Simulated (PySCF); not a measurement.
Compound: C5H7ClSSi.
SMILES with atom numbers: `[Cl:1][CH2:2][SiH2:3][c:4]1[cH:5][cH:6][cH:7][s:8]1`

Cartesian coordinates in Å at the GFN2-xTB level; atoms count from 1:
```
atom  x, y, z in Å
Cl1   -4.2040    0.3476   -0.1032
C2    -2.4750    0.7320    0.1095
Si3   -1.4266   -0.6994   -0.5993
C4     0.3704   -0.2046   -0.3984
C5     1.4557   -1.0140   -0.2232
C6     2.6801   -0.3204   -0.1385
C7     2.5200    1.0231   -0.2564
S8     0.8739    1.4582   -0.4694
H9    -2.3201    0.8862    1.1754
H10   -2.2999    1.6761   -0.4019
H11   -1.7665   -0.8679   -2.0142
H12   -1.6852   -1.9158    0.1722
H13    1.3713   -2.0838   -0.1535
H14    3.6326   -0.7992    0.0032
H15    3.2688    1.7899   -0.2298
```

Definitions: NICS(0) = −σiso at the ring centroid; NICS(1) = −σiso and NICS(1)zz = −σzz at ±1 Å along the ring normal z. Level: GIAO PBE0/pcSseg-1 (PySCF, non-relativistic, gas phase) on the GFN2-xTB geometry, one conformer.

Ring bond lengths (Å), with Mayer bond orders in brackets: C4–C5 1.365 (1.59), C5–C6 1.410 (1.29), C6–C7 1.358 (1.57), C7–S8 1.716 (1.19), S8–C4 1.739 (1.15).

Q: What do the NICS probes read (ppm)?

A: 
| ring | type | NICS(0) | NICS(1), two faces | NICS(1)zz, two faces | rms pucker (Å) | centre to ring atoms, mean (Å) |
| --- | --- | --- | --- | --- | --- | --- |
| C4–C5–C6–C7–S8 | 5-membered ring with S; formal bonds all aromatic | -12.8 | -11.9 / -12.0 | -28.3 / -28.5 | 0.00 | 1.29 |

Q: What can be read from them?

A: 
- C4–C5–C6–C7–S8: mean NICS(1)zz -28.4 ppm, shielded. The ring is flat and has no four-coordinate atom; by the NICS criterion it is aromatic.

Q: What does the geometric index give? HOMA takes Krygowski's 1993 parameters.

A: 
- C4–C5–C6–C7–S8: HOMA 0.80; the largest term is that of S8–C4, α(R − Ropt)² = 0.36. The geometric and the magnetic index point the same way.

Q: At the first NICS(1) probe listed for ring C4–C5–C6–C7–S8, 1 Å off the ring, how large is the induced field along the normal in 7.05 T applied along it?

A: NICSzz × B0 = -28.3 ppm × 7.05 T = -200 μT, against the applied field.

Q: Give the inner angles of the rings and the Hirshfeld charges of the ring atoms.

A: 
- C4–C5–C6–C7–S8: C4 110.0° (-0.132 e), C5 114.0° (-0.068 e), C6 112.3° (-0.070 e), C7 112.0° (-0.077 e), S8 91.7° (+0.110 e); sum 540.0° against 540° for a flat convex ring.

Q: How shielded are the nuclei of the rings and their hydrogens (means over atoms taken as equivalent)?

A: 
```csv
atoms,environment,σ isotropic (ppm),"principal values of the symmetric part, first atom (ppm)"
C4,substituted aromatic carbon,47.5,"-30.6, 24.5, 148.5"
C5,aromatic CH carbon,45.4,"-44.6, 35.2, 145.7"
C6,aromatic CH carbon,54.6,"-28.1, 40.9, 150.8"
C7,aromatic CH next to a ring sulfur,45.5,"-45.2, 37.2, 144.4"
S8,thiophene-type sulfur,244.6,"83.4, 265.7, 384.7"
H13,aromatic hydrogen,24.24,"20.6, 23.7, 28.4"
H14,aromatic hydrogen,24.36,"21.1, 24.7, 27.2"
H15,aromatic hydrogen,24.17,"21.2, 23.6, 27.6"
```

Time: 60 s wall; peak memory 0.79 GiB. Hardware: Arm Neoverse N1, one thread, shared host with 64 logical CPUs at a one-minute load of 62. This is the whole shielding run at PBE0/pcSseg-1, SCF included.
